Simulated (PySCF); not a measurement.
Record of a relaxation.

Species: bromocyclopentane, C5H9Br.
Bonds: Br1–C2, C2–C3, C3–C4, C4–C5, C5–C6, C2–C6. Hydrogens: H7 on C2; H8, H9 on C3; H10, H11 on C4; H12, H13 on C5; H14, H15 on C6.

Method: PBE0-D3(BJ)/def2-SVP geometry optimisation, gas phase (PySCF); density fitting, grid level 1; the optimiser is geomeTRIC in internal coordinates, started from a GFN2-xTB structure with every atom displaced at random (about 0.01 Å). The frame can shift and turn from step to step; on so coarse a grid that alone can change the energy by a few meV, and forces under 0.02 eV/Å are noise.

Step 0: E = -75352.0731 eV, largest atomic force 2.267 eV/Å
```
atom  x, y, z in Å  |  force x, y, z in eV/Å
Br1     1.296    1.867    1.181   -0.053   0.050  -0.066
C2      0.768    0.874   -0.440    0.066   0.179  -0.216
C3      1.096   -0.591   -0.263    1.668   0.587   1.418
C4      0.016   -1.129    0.621   -1.720  -0.363   0.109
C5     -1.218   -0.192    0.394    0.199   0.146   0.353
C6     -0.741    0.877   -0.600    0.264  -0.609   0.606
H7      1.316    1.362   -1.255    0.019   0.061   0.007
H8      2.115   -0.737    0.185   -0.556   0.077  -0.406
H9      1.105   -1.063   -1.217   -0.078  -0.564  -1.317
H10     0.281   -1.121    1.682    0.205   0.029   0.114
H11    -0.268   -2.163    0.371    0.223  -0.063   0.033
H12    -1.488    0.293    1.351   -0.042  -0.121  -0.183
H13    -2.117   -0.705    0.019    0.090  -0.093   0.081
H14    -0.987    0.571   -1.614    0.018  -0.088  -0.567
H15    -1.191    1.838   -0.422   -0.301   0.772   0.035
```

Step 1: E = -75352.1767 eV, largest atomic force 0.337 eV/Å
```
atom  x, y, z in Å  |  force x, y, z in eV/Å
Br1     1.180    1.976    1.171    0.015   0.018   0.034
C2      0.755    0.899   -0.422    0.001   0.014   0.024
C3      1.132   -0.552   -0.188   -0.160  -0.165  -0.246
C4     -0.007   -1.107    0.681    0.081   0.142  -0.035
C5     -1.248   -0.248    0.336    0.118  -0.025   0.023
C6     -0.750    0.843   -0.625   -0.112   0.140  -0.095
H7      1.308    1.389   -1.232   -0.009   0.009  -0.011
H8      2.130   -0.681    0.246    0.099  -0.011   0.040
H9      1.136   -1.049   -1.183    0.004   0.112   0.229
H10     0.254   -0.999    1.744   -0.024   0.014  -0.008
H11    -0.165   -2.175    0.498   -0.038  -0.134  -0.009
H12    -1.670    0.206    1.242   -0.014   0.011   0.074
H13    -2.050   -0.841   -0.122   -0.043  -0.032  -0.024
H14    -0.931    0.546   -1.675    0.038   0.008   0.040
H15    -1.238    1.820   -0.479    0.044  -0.102  -0.035
```

Step 2: E = -75352.1795 eV, largest atomic force 0.052 eV/Å
```
atom  x, y, z in Å  |  force x, y, z in eV/Å
Br1     1.179    1.976    1.177   -0.004  -0.011  -0.011
C2      0.753    0.901   -0.420    0.013   0.008   0.016
C3      1.130   -0.552   -0.190   -0.005  -0.043  -0.029
C4     -0.006   -1.107    0.679    0.033   0.007  -0.029
C5     -1.246   -0.248    0.337   -0.011  -0.004   0.001
C6     -0.752    0.844   -0.628   -0.025   0.020   0.011
H7      1.306    1.392   -1.231    0.002   0.007   0.004
H8      2.132   -0.681    0.244   -0.007   0.006  -0.006
H9      1.134   -1.045   -1.180    0.002   0.023   0.034
H10     0.254   -0.997    1.742   -0.005   0.001   0.000
H11    -0.168   -2.179    0.498   -0.001   0.004   0.009
H12    -1.666    0.204    1.247    0.005  -0.001  -0.004
H13    -2.049   -0.844   -0.120   -0.011   0.009   0.003
H14    -0.926    0.545   -1.677    0.018  -0.018   0.006
H15    -1.241    1.818   -0.487   -0.003  -0.009  -0.008
```

Step 3: E = -75352.1798 eV, largest atomic force under 0.02 eV/Å
```
atom  x, y, z in Å  |  force x, y, z in eV/Å
Br1     1.176    1.974    1.180   -0.003  -0.003  -0.002
C2      0.752    0.902   -0.419    0.003   0.009   0.004
C3      1.131   -0.551   -0.191    0.003  -0.002   0.013
C4     -0.004   -1.106    0.678    0.004  -0.011  -0.012
C5     -1.246   -0.248    0.337   -0.008  -0.004  -0.005
C6     -0.753    0.843   -0.629    0.001   0.003   0.014
H7      1.305    1.396   -1.228    0.000   0.005   0.003
H8      2.132   -0.680    0.242   -0.005   0.002  -0.002
H9      1.135   -1.042   -1.181   -0.001  -0.004  -0.014
H10     0.255   -0.996    1.741   -0.001  -0.001   0.002
H11    -0.167   -2.179    0.498    0.003   0.008   0.006
H12    -1.664    0.203    1.248    0.008  -0.001  -0.001
H13    -2.051   -0.844   -0.118   -0.003   0.007   0.005
H14    -0.923    0.541   -1.677    0.008  -0.014  -0.002
H15    -1.244    1.815   -0.490   -0.007   0.006  -0.008
```

**Question.** Summarise the path.

**Answer.** The energy falls by 0.1068 eV from step 0 to step 3; nine tenths of that is first reached at step 1. It falls at every step. The largest force goes from 2.267 to under 0.02 eV/Å. Among the bonds C3–H9 changes most, from 1.064 to 1.104 Å; the atoms move by 0.061 Å rms after alignment.

**Question.** Follow the three bonds and two angles with the largest change from start to end.

**Answer.** 
```tsv
step	E above end (eV)	largest force (eV/Å)	C3–H9 (Å)	C3–C4 (Å)	C3–H8 (Å)	C5–C4–H11 (°)	C3–C4–H10 (°)
0	0.1068	2.267	1.064	1.496	1.122	109.0	113.3
1	0.0031	0.337	1.113	1.536	1.096	112.8	109.6
2	0.0003	0.052	1.106	1.534	1.099	112.8	109.7
3	0.0000	under 0.02	1.104	1.533	1.099	112.7	109.7
```

What follows is the cost of the whole optimisation. Hardware: one thread, AMD EPYC 7R43 (x86_64), shared host with 256 logical CPUs at a one-minute load of 104. Cost: 47 s wall, 0.61 GiB resident at most.
